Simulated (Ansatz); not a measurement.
Input file for Ansatz (a quantum-chemistry and plane-wave program): U-PBE0/def2-TZVPP on GeMo, 2S+1 = 5, a spin state set in the input, which need not be the lowest, a point of a bond scan (R = 2.464 Å). Elements past Kr take the def2 small-core potentials; no spin–orbit coupling.

Ansatz 0.2 input:
```yaml
crystal:
  periodic: [false, false, false]
  atoms:
    - {symbol: Mo, position_ang: [0.00000000, 0.00000000, 0.00000000]}
    - {symbol: Ge, position_ang: [0.00000000, 0.00000000, 2.46354300]}
basis:
  gaussian:
    orbitals: def2-TZVPP
    pivot_positions_ang: [[0.00000000, 0.00000000, 0.00000000], [0.00000000, 0.00000000, 2.46354300]]
hamiltonian:
  xc: {name: PBE0}
magnetization: {spin_polarized: true, initial_magnetization: 4}
output: {forces: true, orbitals: {seedname: ./end}}
```

Program output:

```
WARN ansatz: RAYON_NUM_THREADS=2 ignored (pool sized by the plan → 2); use --threads N
Functional definition: PBE0
integrals: 0.03 GiB planned
770 factors; their error is unknown
mean field: 0.52 GiB planned
mean field evaluation 1: about -58354.0313 eV, gradient 4.1e1 eV
mean field evaluation 2: about -58249.3202 eV, gradient 9.8e1 eV
mean field evaluation 4: about -58360.0961 eV, gradient 2.1e1 eV
mean field evaluation 8: about -58363.3243 eV, gradient 1.1e0 eV
mean field evaluation 16: about -58363.7068 eV, gradient 3.0e-3 eV
mean field evaluation 32: about -58363.7068 eV, gradient 3.1e-7 eV
mean field evaluation 64: about -58363.7068 eV, gradient 9.6e-4 eV
mean field evaluation 96: about -58363.7068 eV, gradient 1.2e-5 eV
mean field evaluation 128: about -58319.9877 eV, gradient 7.6e1 eV
mean field evaluation 160: about -58363.3526 eV, gradient 1.2e-1 eV
mean field evaluation 192: about -58363.7068 eV, gradient 1.1e-2 eV
mean field evaluation 224: about -58363.7068 eV, gradient 2.3e-7 eV
mean field -58363.70680665 eV, -2144.8266648030 hartree, gradient 2.3e-7 eV, S^2 6.669883; 9 other end points of the search recorded, 0 dependent functions left out
the calculation of the forces begins
reference -58363.70683254 eV, -2144.8266657546 hartree; 25, 21 occupied and 79, 83 virtual orbitals, 770 factors
Total energy: -58363.70683254 eV, -2144.8266657546 hartree
Atom 0 at     0.000000     0.000000     0.000000 Å, force    -0.000000    -0.000000     0.075087 eV/Å
Atom 1 at     0.000000     0.000000     2.463543 Å, force     0.000000    -0.000000    -0.075087 eV/Å
Dipole moment:     0.000000     0.000000    -0.495745 e Å
```

The calculation finished and met its thresholds. Its determinant has ⟨S²⟩ = 6.67, a mixture of spin states.

Cost: about 40 core-seconds (a rough figure).
